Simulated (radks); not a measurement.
Values are calculated unless marked as measured or tabulated.
Neutral vanadium, configuration [Ar] 3d1 4s2 4p2 (not the ground configuration). Code: a radial shooting solver on a logarithmic mesh with Libxc functionals. Model: scalar-relativistic Kohn-Sham, PBEsol, spin-unpolarised, spherical densities, finite nucleus; Fermi nuclear charge, rms radius 3.6002 fm.

Normalised radial functions P(r) = r R(r), r in bohr:

```
   r/bohr * 3s, o 4p (the largest magnitude, 1.16, reaches the edge; | marks zero, & curves that meet)
 0.002492                             o*
 0.003271                             o *
 0.004293                             o *
 0.005635                             o  *
 0.007456                             o   *
 0.009787                             o    *
  0.01285                             o     *
  0.01686                             o      *
  0.02213                             o      *
  0.02905                             |o      *
  0.03813                             |o      *
  0.05005                             |o     *
  0.06623                             | o *
  0.08693                             *  o
   0.1141                        *    |  o
   0.1498                  *          |   o
   0.1966               *             |  o
    0.258                *            | o
   0.3387                        *    o
   0.4446                          o  |       *
   0.5882                       o     |                    *
   0.7721                       o     |                          *
    1.013                          o  |                       *
     1.33                             | o             *
    1.746                             |      *o
    2.292                             | *         o
    3.008                             *             o
    3.948                             *           o
    5.224                             *      o
    6.857                             *   o
    9.001                             *o
    11.81                             &
```

3s: eigenvalue -84.077 eV, 2 radial nodes at r = 0.0871, 0.379 bohr, <r> = 0.929 bohr, 90 % of the charge inside 1.38 bohr. 4p: eigenvalue -3.645 eV, 2 radial nodes at r = 0.338, 1.22 bohr, <r> = 3.52 bohr, 90 % of the charge inside 5.35 bohr.
